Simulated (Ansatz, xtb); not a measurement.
# GeH8N2Si: which of two isomers lies lower

We compare X, `N[SiH](N)[GeH3]`, a singlet, with Y, `N[SiH2][GeH2][NH2]`, a singlet. Both are isolated molecules in the gas phase, relaxed with PBE-D3(BJ)/def2-SVP; the shapes shown needn't be the lowest conformers.

X (Å):

```tsv
atom	x (Å)	y (Å)	z (Å)
Ge	0.8154	-0.5374	1.1774
N	-1.7520	1.0929	-0.6292
N	-0.3488	2.5536	1.3012
Si	-0.1695	1.3485	0.0570
H	-2.4925	0.7041	-0.0390
H	-1.8142	0.7208	-1.5799
H	0.6824	1.6775	-1.1513
H	-0.7408	3.4658	1.0492
H	0.3813	2.6533	2.0101
H	2.1234	-0.1965	1.9530
H	-0.1697	-1.1566	2.2113
H	1.1730	-1.6654	0.1669
```

Y (Å):

```xyz
12

Ge    1.1185   -0.6992    0.7776
N    -0.8796    1.3931   -1.2329
N     0.9033   -2.3400    1.6564
Si   -0.9113   -0.1499   -0.3932
H    -0.7618    2.2305   -0.6539
H    -0.2507    1.4589   -2.0394
H    -2.0397   -0.1059    0.6053
H    -1.1927   -1.2167   -1.4166
H     2.3076   -0.9094   -0.2065
H     1.5388    0.4945    1.7134
H     1.7458   -2.6070    2.1823
H     0.1344   -2.3015    2.3378
```

Quicker runs give these differences E(Y) − E(X): GFN2-xTB +4.8 kcal/mol; HF/STO-3G +5.8 kcal/mol (at GFN2-xTB geometries); r2SCAN-D4/def2-SVP +12.3 kcal/mol (at GFN2-xTB geometries).

Estimate E(Y) − E(X) at the level CCSD(T)/def2-SVP + ΔMP2/def2-TZVPP.

Calculated at CCSD(T)/def2-SVP + ΔMP2/def2-TZVPP: E(Y) − E(X) = +16.0 kcal/mol, so structure X lies lower.

Level by level:

```json
{"level": "GFN2-xTB", "geometry": "GFN2-xTB", "E(Y) − E(X) (kcal/mol)": "+4.8", "departure from the last row (kcal/mol)": "−11.2", "job, with rough time for the two": "optimisation, 0.17 s"}
{"level": "HF/STO-3G", "geometry": "GFN2-xTB", "E(Y) − E(X) (kcal/mol)": "+5.8", "departure from the last row (kcal/mol)": "−10.2", "job, with rough time for the two": "single point, 0.32 s"}
{"level": "r2SCAN-D4/def2-SVP", "geometry": "GFN2-xTB", "E(Y) − E(X) (kcal/mol)": "+12.3", "departure from the last row (kcal/mol)": "−3.7", "job, with rough time for the two": "single point, 2.3 s"}
{"level": "PBE-D3(BJ)/def2-SVP", "geometry": "PBE-D3(BJ)/def2-SVP", "E(Y) − E(X) (kcal/mol)": "+15.1", "departure from the last row (kcal/mol)": "−1.0", "job, with rough time for the two": "optimisation, 34 s"}
{"level": "HF/def2-SVP", "geometry": "PBE-D3(BJ)/def2-SVP", "E(Y) − E(X) (kcal/mol)": "+15.8", "departure from the last row (kcal/mol)": "−0.2", "job, with rough time for the two": "part of the CCSD(T) run"}
{"level": "MP2/def2-SVP", "geometry": "PBE-D3(BJ)/def2-SVP", "E(Y) − E(X) (kcal/mol)": "+15.3", "departure from the last row (kcal/mol)": "−0.7", "job, with rough time for the two": "part of the CCSD(T) run"}
{"level": "CCSD(T)/def2-SVP", "geometry": "PBE-D3(BJ)/def2-SVP", "E(Y) − E(X) (kcal/mol)": "+14.9", "departure from the last row (kcal/mol)": "−1.2", "job, with rough time for the two": "single point"}
{"level": "CCSD(T)/def2-SVP + ΔMP2/def2-TZVPP", "geometry": "PBE-D3(BJ)/def2-SVP", "E(Y) − E(X) (kcal/mol)": "+16.0", "departure from the last row (kcal/mol)": "", "job, with rough time for the two": "single point, 24 s"}
```

As drawn, Y has 1 Ge–N, 1 Si–H in place of 1 N–Si, 1 Ge–H.

The levels shown agree on the order. The largest departure from CCSD(T)/def2-SVP + ΔMP2/def2-TZVPP is that of GFN2-xTB, 11.2 kcal/mol. A small imaginary or near-zero mode remains, so no thermal terms are given. The last row adds to CCSD(T) the change of the MP2 difference between the two basis sets, here +1.2 kcal/mol.

The correlated steps freeze 16 core orbitals; the filled d shell of Ge is correlated, in a basis made for valence electrons. Codes used: Ansatz 0.2.0, xtb 6.7.1; the last row on 2 threads of Intel(R) Xeon(R) 6975P-C (Granite Rapids) on a shared host.
